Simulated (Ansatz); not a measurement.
Geometry optimisation, Ansatz 0.2.0, RKS PBE-D4/def2-SVP.

Input:

```yaml
crystal:
  periodic: [false, false, false]
  atoms:
    - { symbol: Al, position_ang: [0.0, 0.0, 0.0] }
    - { symbol: "N", position_ang: [0.0, 0.0, 2.27] }
    - { symbol: H, position_ang: [-0.877, -0.2713, 2.8] }
    - { symbol: H, position_ang: [0.877, 0.2713, 2.8] }
    - { symbol: "N", position_ang: [1.6627, 0.0, -0.96] }
    - { symbol: H, position_ang: [2.1293, -0.9179, -1.2118] }
    - { symbol: H, position_ang: [2.1141, 0.9179, -1.2382] }
    - { symbol: F, position_ang: [-1.4635, 0.0, -0.845] }
    - { symbol: Br, position_ang: [0.57, -2.5078, 0.8545] }
    - { symbol: H, position_ang: [0.2838, -1.2487, 2.0782] }
basis:
  gaussian: { orbitals: def2-SVP }
hamiltonian:
  xc: pbe
  dispersion: d4
relax:
  f_tol: 0.15
  max_steps: 25
  restrain:
    - { distance: [0, 8], at: 3.61, k: 30.0 }
    - { distance: [9, 1], at: 2.26, k: 30.0 }
    - { distance: [0, 1], at: 1.92, k: 30.0 }
    - { distance: [9, 8], at: 1.55, k: 30.0 }
```

Launched with:

```bash
$ ansatz run input.yaml --threads 4 --pin off --max-ram 5120MiB --backend cpu --events-out ev --progress --plain --runs-dir out
```

**Question.** Where does it end, and by what steps?

**Answer.** The forces met the threshold. The restraints hold the end off the free minimum; the threshold counts their pulls, which the force column leaves out. Restrained pairs: Al1–Br9 (2.71 → 3.61 Å), N2–H10 (1.29 → 2.25 Å), Al1–N2 (2.27 → 1.88 Å), Br9–H10 (1.78 → 1.52 Å). After 18 steps the energy has fallen by 0.645 eV (the restraints' own energy left out); H6 moved furthest, 1.43 Å.

```
step  energy less start (eV)  largest force component (eV/Å)  accepted
   0                  0.0000                           2.479       yes
   1                  0.6868                           2.365       yes
   2                  0.9056                           2.292       yes
   3                  0.3775                           2.055       yes
   4                 -0.2486                           1.112       yes
   5                 -0.3711                           1.295       yes
   6                 -0.4504                           1.102       yes
   7                 -0.4890                           1.362       yes
   8                 -0.5161                           1.582       yes
   9                 -0.5481                           1.439       yes
  10                 -0.5512                           1.383       yes
  11                 -0.6114                           1.383       yes
  12                 -0.6239                           1.381       yes
  13                 -0.6187                           1.366        no
  14                 -0.6296                           1.375       yes
  15                 -0.6326                           1.345       yes
  16                 -0.6341                           1.343       yes
  17                 -0.6405                           1.365       yes
  18                 -0.6446                           1.349       yes
```

```xyz
10
Properties=species:S:1:pos:R:3
Al 0.108 0.138 0.152
N 0.092 0.091 2.028
H -0.777 0.228 2.551
H 0.893 0.380 2.596
N 1.611 0.337 -0.770
H 2.543 0.170 -0.385
H 1.639 0.287 -1.790
F -1.389 0.130 -0.604
Br 0.341 -3.376 0.946
H 0.236 -2.140 1.823
```

The run took 27 s on 4 threads of Arm Neoverse V1, with other jobs on the host, peak memory 0.17 GiB.
